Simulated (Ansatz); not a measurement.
Coupled-cluster diagnostics for CrO2(OH)2 (CrO4H2), Ansatz.

Geometry of the singlet (PBE-D4/def2-SVP):

| atom | x (Å) | y (Å) | z (Å) |
| --- | --- | --- | --- |
| Cr1 | -0.2625 | 0.2922 | -0.0188 |
| O2 | 0.1125 | 1.7988 | -0.2148 |
| O3 | -1.8105 | 0.0919 | 0.0932 |
| O4 | 0.5213 | -0.2642 | 1.4484 |
| H5 | 0.0407 | -0.9924 | 1.8949 |
| O6 | 0.2978 | -0.6477 | -1.3897 |
| H7 | 1.1007 | -0.2786 | -1.8132 |

Correlated methods freeze 9 core orbitals; core or outer-core shells of Cr are correlated, in sets that lack core-valence functions. The geometry of the singlet was relaxed on an unsound state (restricted singlet, unstable towards broken spin symmetry at other levels and untested here).

Problem. Estimate the CCSD(T) correlation energy, the shares of MP2 and (T), T1 and the reference's ⟨S²⟩ for: charge 0, singlet, own geometry in def2-TZVP; and the rough time on 4 threads of Arm Neoverse V1 on a shared host.

Solution. 
| state | basis | correlation (eV) | MP2 share (%) | (T) share (%) | T1 | ⟨S²⟩ (pure) | wall time | remarks |
| --- | --- | --- | --- | --- | --- | --- | --- | --- |
| charge 0, singlet, own geometry | def2-TZVP | -46.762 | 107.4 | 7.7 | 0.036 | 0.00 (0.00) | 2.7 min | flagged by the program, restricted SCF unstable |
Customary marks for T1 are 0.02 (closed shells), 0.045 (open shells) and about 0.05 (3d metals). T1 exceeds 0.02 in 1 of 1 rows and 0.045 in 0; the higher it lies, the less the single-reference result can be trusted.
